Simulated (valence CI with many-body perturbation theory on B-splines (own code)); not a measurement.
# Level structure of W43+

Computed by valence CI with perturbative core correlation (CI+MBPT): three valence electrons over a frozen Dirac-Fock core [Ar] 3d10, radial functions for each j: 11 s, 11 p, 10 d, 8 f, 5 g, 2 h, with the one-electron correlation potential Σ1, the two-electron term Σ2, the three-electron term Σ3, Breit, model QED; selected CI, second order for the rest, scaled by the run's own slope (own B-spline code, finite nucleus).

The last digits are not significant, and no measured levels were compared; by estimate large intervals hold to a few tenths of a per cent, small ones and those within an open d or f shell to about a per cent.

Levels 136 to 180 of 188, with energies above the lowest level, (4s^2 4p1/2) J=1/2. "Leading %" is the weight of the configuration and term that name the level; weights of strongly mixed levels are sums over their largest components and can fall short. In the jj column 3d3/2^4 stands for four electrons in 3d with j = 3/2. Lifetimes count E1, E2, E3, M1 and M2 decay at the calculated energies, and are blank where another channel may lead or the interval is too uncertain; long ones can be off by a factor of two.

```tsv
No.	Configuration	Term	J	E (eV)	Leading %	g	Lifetime	Leading jj
136	4p²4f	²P°	1/2	744.04	56	0.399	1.49 ps	4p1/2 4p3/2 4f5/2 (94 %)
137	4p²4f	²F°	7/2	744.23	30	1.201	1.08 ps	4p1/2 4p3/2 4f7/2 (34 %)
138	4p²4f	²P°	3/2	744.36	30	1.280	1.56 ps	4p1/2 4d5/2^2 (37 %)
139	4p²4f	²D°	5/2	745.16	31	1.154	1.67 ps	4p1/2 4d5/2^2 (43 %)
140	4p²4f	²F°	5/2	755.54	39	0.953	1.48 ps	4p1/2 4p3/2 4f7/2 (59 %)
141	4p²4f	²G°	9/2	755.61	32	1.028	1.35 ps	4p1/2 4p3/2 4f7/2 (35 %)
142	4p²4f	²P°	3/2	756.76	25	1.080	1.32 ps	4p1/2 4p3/2 4f7/2 (56 %)
143	4p4d²	²P°	1/2	757.83	72	0.663	1.55 ps	4p1/2 4d5/2^2 (93 %)
144	4p4d²	²F°	7/2	759.56	19	1.078	888 fs	4p1/2 4p3/2 4f7/2 (30 %)
145	4s4d4f	⁴H°	7/2	783.10	82	0.710	1.17 ps	4s 4d3/2 4f5/2 (97 %)
146	4s4d4f	⁴H°	9/2	786.84	61	0.994	1.13 ps	4s 4d3/2 4f5/2 (83 %)
147	4s4d4f	⁴F°	5/2	787.05	36	1.004	820 fs	4s 4d3/2 4f5/2 (78 %)
148	4s4d4f	⁴F°	3/2	787.52	67	0.567	842 fs	4s 4d3/2 4f5/2 (87 %)
149	4s4d4f	²G°	7/2	788.46	30	0.960	782 fs	4s 4d3/2 4f5/2 (47 %)
150	4s4d4f	⁴F°	7/2	792.56	48	1.116	981 fs	4s 4d3/2 4f7/2 (85 %)
151	4s4d4f	⁴F°	9/2	793.11	29	1.159	1.03 ps	4s 4d3/2 4f7/2 (84 %)
152	4s4d4f	⁴H°	11/2	795.38	76	1.139	1.36 ps	4s 4d3/2 4f7/2 (73 %)
153	4s4d4f	⁴G°	5/2	796.07	42	0.844	730 fs	4s 4d3/2 4f5/2 (66 %)
154	4s4d4f	⁴G°	5/2	796.23	23	1.043	822 fs	4s 4d3/2 4f7/2 (64 %)
155	4s4d4f	²P°	3/2	796.88	21	1.174	797 fs	4s 4d3/2 4f5/2 (63 %)
156	4s4d4f	²H°	9/2	798.48	40	1.031	1.23 ps	4s 4d3/2 4f7/2 (63 %)
157	4s4d4f	⁴D°	7/2	798.84	24	1.141	865 fs	4s 4d3/2 4f7/2 (65 %)
158	4s4d4f	⁴D°	1/2	799.92	38	0.406	659 fs	4s 4d3/2 4f5/2 (54 %)
159	4p4d²	⁴F°	3/2	800.35	28	0.875	455 fs	4p3/2 4d3/2^2 (86 %)
160	4s4d4f	⁴P°	5/2	800.54	36	1.246	790 fs	4s 4d3/2 4f7/2 (71 %)
161	4s4d4f	²D°	3/2	803.00	31	1.132	776 fs	4s 4d3/2 4f7/2 (68 %)
162	4s4d4f	²G°	9/2	805.01	23	1.102	1.35 ps	4s 4d5/2 4f5/2 (50 %)
163	4p4d²	⁴D°	1/2	806.30	47	0.255	475 fs	4p3/2 4d3/2^2 (57 %)
164	4s4d4f	²D°	5/2	807.29	20	1.074	634 fs	4p3/2 4d3/2^2 (32 %)
165	4p4d²	⁴G°	11/2	807.52	24	1.179	1.76 ps	4p3/2 4d3/2 4d5/2 (41 %)
166	4s4d4f	⁴G°	7/2	808.10	38	1.079	954 fs	4s 4d5/2 4f5/2 (53 %)
167	4s4d4f	⁴H°	13/2	808.93	100	1.227	3.12 ps	4s 4d5/2 4f7/2 (100 %)
168	4s4d4f	²F°	5/2	809.37	19	1.075	1.02 ps	4s 4d5/2 4f5/2 (37 %)
169	4s4d4f	⁴D°	7/2	809.41	17	1.110	1.29 ps	4s 4d5/2 4f5/2 (53 %)
170	4s4d4f	⁴F°	9/2	812.50	56	1.236	1.73 ps	4s 4d5/2 4f7/2 (89 %)
171	4s4d4f	²H°	11/2	812.91	41	1.155	3.15 ps	4s 4d5/2 4f7/2 (66 %)
172	4p4d²	⁴D°	3/2	812.94	21	1.072	872 fs	4s 4d5/2 4f5/2 (35 %)
173	4p4d²	⁴F°	7/2	813.07	34	1.142	690 fs	4p3/2 4d3/2 4d5/2 (46 %)
174	4s4d4f	⁴D°	3/2	814.01	31	1.305	1.02 ps	4s 4d5/2 4f5/2 (61 %)
175	4s4d4f	⁴P°	1/2	814.53	43	1.913	1.14 ps	4s 4d5/2 4f5/2 (54 %)
176	4s4d4f	⁴D°	5/2	815.15	23	1.155	963 fs	4s 4d5/2 4f5/2 (56 %)
177	4s4d4f	²F°	7/2	815.50	33	1.183	1.04 ps	4s 4d5/2 4f7/2 (51 %)
178	4s4d4f	²D°	3/2	817.98	32	1.220	634 fs	4s 4d5/2 4f5/2 (24 %)
179	4s4d4f	⁴P°	5/2	818.24	22	1.303	1.20 ps	4s 4d5/2 4f7/2 (35 %)
180	4s4d4f	⁴G°	9/2	818.34	38	1.147	712 fs	4p3/2 4d3/2 4d5/2 (49 %)
```

Where two levels of one J and parity lie close, their mixing, g and order are uncertain.
